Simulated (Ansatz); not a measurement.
Reaction (ligand exchange at the Al–S bond): `[OH][Al]([OH])[SH]` + dimethylamine → `C[N](C)[Al]([OH])[OH]` + H₂S

Calculated with Ansatz (gas phase, PBE0-D4/def2-TZVP geometries, no zero-point term in ΔE). CCSD(T)/CBS is the MP2 limit (def2-TZVPP, def2-QZVPP) plus CCSD(T) − MP2 in def2-TZVPP, frozen cores. This one scheme is used for every species. Functionals use def2-TZVPP. One conformer a species, not always the lowest.

```tsv
level	ΔE (kJ/mol)
BLYP-D4	23.0
B97M-V	31.3
HF/def2-QZVPP	34.3
CCSD/CBS(def2)	28.1
```

Task: What does CCSD(T)/CBS give? (Estimate.)

Result: The calculation gave: +27.5 kJ/mol. The listed levels differ from it by -4.5, 3.8, 6.8, 0.6 kJ/mol.

Largest T1 diagnostic among the species: 0.012.

In def2-TZVPP, CCSD(T) changes the Hartree–Fock value by −10.9 kJ/mol (the triples alone add −0.5 kJ/mol) and MP2 by −9.9 kJ/mol. At CCSD(T), def2-SVP lies −8.2 kJ/mol from the extrapolated value and def2-TZVPP −3.0 kJ/mol.
